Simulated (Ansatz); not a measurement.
Spectroscopic constants of SnTe, closed-shell singlet (the spin of the measured ground state). No spin–orbit coupling.

D_e counts from the fitted minimum to each atom's lowest state at the same level, without counterpoise. The singlet is restricted.

Correlated levels freeze the inner cores; with def2 sets outer-core shells near the valence are correlated too. CBS(a, b) extrapolates the correlation energy as X⁻³ and adds the Hartree–Fock energy of set b.

The values were computed with Ansatz (Gaussian basis) for Hartree–Fock, density functionals and correlated methods. Values without a source in brackets are computed. In def2 rows elements past Kr take small-core potentials, without spin–orbit coupling.

```tsv
level	bond energy D_e (kcal/mol)
SVWN5/def2-TZVPP	118.81
B97M-V/def2-TZVPP	96.40
B3LYP/def2-TZVPP	92.99
BHLYP/def2-TZVPP	84.18
CAM-B3LYP/def2-TZVPP	87.72
wB97X-V/def2-TZVPP	92.18
B2PLYP/def2-TZVPP	94.94
CCSD/def2-QZVPP	87.55
CCSD(T)/CBS(def2-TZVPP, def2-QZVPP)	(withheld)
```

**Question.** Fill in the missing entries.

**Answer.** 
- CCSD(T)/CBS(def2-TZVPP, def2-QZVPP), bond energy D_e (kcal/mol): 100.20

Ansatz is a quantum-chemistry and plane-wave program.
